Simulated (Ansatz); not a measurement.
Total energies of TiIF3 from Ansatz at PBE0-D4/def2-TZVPD, gas phase (1 Eh = 27.2114 eV = 2625.5 kJ/mol). The reference geometry is relaxed at r2SCAN-D4/def2-SVP.

```json
{"state": "charge 0 singlet", "geometry": "reference", "energy (Eh)": "-1446.65522"}
{"state": "charge -1 doublet", "geometry": "reference", "energy (Eh)": "-1446.71397"}
{"state": "free Ti atom (triplet)", "geometry": "–", "energy (Eh)": "-849.14320"}
{"state": "free I atom (doublet)", "geometry": "–", "energy (Eh)": "-297.69320"}
{"state": "free F atom (doublet)", "geometry": "–", "energy (Eh)": "-99.67703"}
```

In the def2 sets I takes a core potential; there is no spin–orbit coupling.

(1) Work out the vertical electron affinity, to the doublet.

(2) What is the binding energy per atom against free atoms?

(1) E(charge 0 singlet) − E(charge -1 doublet) = -1446.65522 − (-1446.71397) = 0.05875 Eh = 1.60 eV.

(2) Atoms: 1 × (-849.14320) + 1 × (-297.69320) + 3 × (-99.67703) = -1445.86749 Eh. Binding: -1445.86749 − (-1446.65522) = 0.78773 Eh = 21.44 eV, or 4.29 eV for each of 5 atoms (no zero-point energy, no counterpoise term).

At PBE0-D4/def2-TZVPD the highest occupied level of the charge -1 doublet lies above zero (up to 0.39 eV). By energy differences its removal costs 1.60 eV (vertical, to the charge 0 singlet, at PBE0-D4/def2-TZVPD); a positive level beside a positive removal energy at the same level points to self-interaction error.
